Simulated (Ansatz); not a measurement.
`F[C]1=[CH][AlH]1` + `C[SiH2][GeH2][OH]` → `[OH][Al]1[CH]=[C]1F` + `C[SiH2][GeH3]` at 298.15 K and 1 bar (redistribution).

Isolated molecules relaxed with PBE0-D4/def2-TZVP in Ansatz; ΔE leaves out vibrations. CCSD(T)/CBS adds triple-zeta CCSD(T) − MP2 to the extrapolated MP2 energy (def2 sets, frozen cores). For Ge outer-core shells are correlated without core-valence functions, which leaves a few kJ/mol of doubt a bond. Scalar relativity is left out up to krypton. One conformer a species, not always the lowest.

| species | CCSD(T)/CBS energy (Eh) | H − E (kJ/mol) | S (J/(mol·K)) |
| --- | --- | --- | --- |
| `F[C]1=[CH][AlH]1` | -419.02251 | 90.7 | 284.4 |
| `C[SiH2][GeH2][OH]` | -2483.25863 | 242.6 | 374.8 |
| `[OH][Al]1[CH]=[C]1F` | -494.26592 | 113.0 | 317.8 |
| `C[SiH2][GeH3]` | -2408.05773 | 222.0 | 340.9 |

H − E and S are ideal-gas, rigid-rotor, harmonic terms from PBE0-D4/def2-TZVP, for one conformer and one mirror image of each species. 1 Eh = 2625.50 kJ/mol, R = 8.31446 J/(mol·K).

Question: By hand: ΔE, ΔH, ΔS and ΔG.

Answer: ΔE = (-494.26592) + (-2408.05773) − (-419.02251) − (-2483.25863) = -0.04251 Eh = -111.6 kJ/mol. Δ(H − E) = 113.0 + 222.0 − 90.7 − 242.6 = 1.7, so ΔH = -109.9 kJ/mol. ΔS = 317.8 + 340.9 − 284.4 − 374.8 = -0.5 J/(mol·K). ΔG = -109.9 − 298.15 × (-0.5)/1000 = -109.8 kJ/mol.

Question: By hand: the equilibrium constant, and the temperature at which ΔG would vanish if ΔH and ΔS stayed fixed.

Answer: log₁₀ K = −ΔG/(RT ln 10) = 19.2. ΔG = 0 at ΔH/ΔS = 219800 K, far beyond where these terms or the molecules hold.

The number of gas molecules stays the same, so ΔS is small and ΔH decides. A doubt of 5 kJ/mol in ΔE shifts log₁₀ K by 0.9 here. Other conformers and mirror images would add mixing entropy, several J/(mol·K) or more a flexible species. Modes under 60 cm⁻¹, often nearly free rotors, make the harmonic entropy too high. These are equilibria of isolated gas molecules and say nothing of rates. Largest T1 diagnostic: 0.015 (customary marks: 0.02 for closed shells, 0.045 for open ones).
